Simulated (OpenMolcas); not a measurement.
# Pd2+: ligand-field states by method

Pd2+ with 6 ligands (ammonia) in tetragonal octahedral coordination (Ci) at 2.28 Å, the axial distance 2.166 Å. Ligand basis ANO-RCC-VDZP.

```yaml
Program: OpenMolcas
Basis: ANO-RCC-VDZP [6s5p3d1f]
Scalar_Hamiltonian: DKH2, point nucleus
Active_space: 8 electrons in 5 orbitals (4d)
State_averaging: 2S+1 = 3 even, 10 roots; 2S+1 = 1 even, 15 roots
Spin-orbit_coupling: RASSI with atomic mean-field integrals over the reference wave functions
```

I. CASSCF
II. SS-CASPT2, IPEA 0.25 Eh, imaginary shift 0.1 Eh (closed shells correlated: 4s 4p and the ligand valence shells)

Spin-free states in cm-1, each column counted from its own energy of the first state listed:

| State | Degeneracy | I | II |
| --- | --- | --- | --- |
| 2S+1 = 3 | 1 | 0 | 0 |
| 2S+1 = 1 | 1 | 10991 | 7310 |
| 2S+1 = 1 | 1 | 12780 | 8360 |
| 2S+1 = 3 | 1 | 16051 | 20430 |
| 2S+1 = 3 | 1 | 18436 | 21900 |
| 2S+1 = 3 | 1 | 18442 | 21890 |
| 2S+1 = 1 | 1 | 23536 | 19380 |
| 2S+1 = 3 | 1 | 25291 | 28680 |
| 2S+1 = 3 | 1 | 25292 | 28680 |
| 2S+1 = 3 | 1 | 27452 | 31160 |
| 2S+1 = 1 | 1 | 28683 | 29970 |
| 2S+1 = 1 | 1 | 29916 | 30470 |
| 2S+1 = 1 | 1 | 29942 | 30580 |
| 2S+1 = 1 | 1 | 34069 | 34720 |
| 2S+1 = 1 | 1 | 34091 | 34770 |
| 2S+1 = 1 | 1 | 36053 | 37370 |
| 2S+1 = 3 | 1 | 40462 | 46970 |
| 2S+1 = 3 | 1 | 40537 | 47060 |
| 2S+1 = 3 | 1 | 40895 | 46930 |
| 2S+1 = 1 | 1 | 51064 | 57270 |

From I to II, I's first state of the same spin (2S+1 = 3) moves from 16051 to 20430 cm-1, by about +4400 cm-1.

From I to II, I's first state of another spin (2S+1 = 1) moves from 10991 to 7310 cm-1, by about -3700 cm-1.

χT at 300 K: I 1.28, II 1.24 cm3 K/mol.

Over all roots computed the reference weight is 0.67 to 0.69 in II; a low but even weight reflects the number of correlated electrons. Real 4d8 and 5d8 ions are as a rule square planar and diamagnetic. The least metal-like active orbital is 81 % on the metal (Löwdin) and no ligand orbital is active, so the numbers are rough. Ligand-to-metal charge-transfer states are missing. With no ligand orbital active B as a rule stays too high, so bands that hang on it stand too high and its fall with covalency is understated. Without dynamic correlation the repulsion within the d shell is too large (B by tens of per cent), so at a given field states of lower spin stand too high (holds for I). With metal d orbitals alone the field can be off either way by tens of per cent (holds for I). This shell can be high or low spin here, a state of another spin lies low, and with metal d orbitals alone active their balance is uncertain, so the ground spin may be wrong (holds for II). With one d shell and no ligand orbital active, 10Dq can be off by a tenth or more (holds for II). No measured value stands beside these numbers; the geometry was imposed, not optimised, and the real ion may take another.

A state without a sure symmetry label is named by its multiplicity alone.
